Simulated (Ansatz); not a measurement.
Basis sets compared for Cs₃I₂⁺. Charge 1, multiplicity 1. Geometry r2SCAN-D4/def2-SVP. Ansatz on 4 threads of Arm Neoverse V1 on a shared host; times are rough, and most runs start from earlier orbitals.

```xyz
5

Cs   -2.522   -0.266    1.624
Cs    2.528    0.984    1.300
Cs   -0.004   -0.718   -2.924
I    -0.549    2.082   -0.512
I     0.547   -2.083    0.512
```

In the def2 sets Cs, I take a core potential; there is no spin–orbit coupling. The structure comes from a short search, and lower isomers may exist.

| level | functions | energy (Eh) | HOMO (eV) | LUMO (eV) | wall time |
| --- | --- | --- | --- | --- | --- |
| PBE-D4/def2-SVP | 124 | -655.9717 | -7.54 | -4.29 | 2.9 s |
| PBE0-D4/def2-SVP | 124 | -656.0147 | -8.57 | -3.74 | 4.1 s |

Q: Estimate the rows for PBE-D4/def2-TZVP (with forces), PBE0-D4/def2-TZVP.

A: 
```json
{"level": "PBE-D4/def2-TZVP (with forces)", "functions": "187", "energy (Eh)": "-655.9917", "HOMO (eV)": "-7.65", "LUMO (eV)": "-4.28", "wall time": "4.8 s"}
{"level": "PBE0-D4/def2-TZVP", "functions": "187", "energy (Eh)": "-656.0322", "HOMO (eV)": "-8.65", "LUMO (eV)": "-3.72", "wall time": "6 s"}
```
